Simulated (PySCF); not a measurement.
Al⁺ (aluminium, charge +1) across methods

[Ne] 3s2, closed-shell 1S. All numbers are calculated (PySCF 2.14, the non-relativistic Hamiltonian (point nucleus), in def2-TZVPPD (6s5p4d1f, 48 functions)).

```csv
method,E (hartree),mean ε 2s (eV),mean ε 2p (eV),mean ε 3s (eV),Σ⟨r²⟩ (bohr²),⟨S²⟩
r2SCAN,-242.1042,-119.60,-79.800,-14.926,16.97,0.000
wB97X,-242.1334,-124.29,-84.806,-18.007,16.82,0.000
PBE,-242.0049,-116.07,-78.049,-14.788,16.86,0.000
B3LYP,-242.1667,-121.44,-82.024,-15.620,16.84,0.000
PBE0,-242.0255,-122.83,-82.777,-15.737,16.90,0.000
UHF,-241.66883,-141.98,-95.864,-17.748,17.29,0.000
LDA,-241.0901,-115.42,-78.151,-14.898,16.78,0.000
revPBE,-242.0911,-116.16,-78.002,-14.742,16.93,0.000
```

Task: Estimate the same row for BLYP.

Result: E (hartree) = -242.1594; mean ε 2s (eV) = -115.89; mean ε 2p (eV) = -78.074; mean ε 3s (eV) = -14.707; Σ⟨r²⟩ (bohr²) = 16.83; ⟨S²⟩ = 0.000.
